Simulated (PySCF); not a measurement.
**Trend along group 14: MTe molecules**

CCSD(T) with triple-zeta basis sets in PySCF, for the lowest determinant that a PBE0 search found; no spin–orbit coupling. De refers to high-spin ground-configuration atoms.

```
 M        basis  reference, frozen orbitals  state (unpaired electrons)  Re (Å)  ωe (cm⁻¹)  De (eV)
 C   def2-TZVPP                      RHF, 5      singlet (closed shell)   1.903        855     4.80
Si   def2-TZVPP                      RHF, 9      singlet (closed shell)   2.285        481     4.56
Ge  def2-TZVPPD                     RHF, 13      singlet (closed shell)   2.351        325     4.37
```

The shortest bond is that of TeC (1.903 Å), the longest that of GeTe (2.351 Å).

The rows differ in basis set, which adds steps of its own.

Down a group the atoms grow and get heavier, so bonds lengthen and wavenumbers fall; this series shows no clear exception.

Correlated steps freeze the inner cores (5 to 13 orbitals); shallow outer-core shells are correlated. These are scalar-relativistic numbers at best; spin–orbit coupling would shift them, the dissociation energy most. Where the molecule has an RHF reference, its open-shell atoms are computed with UHF. The CCSD T1 diagnostic is raised in TeC, a sign that a single reference may not be enough there.
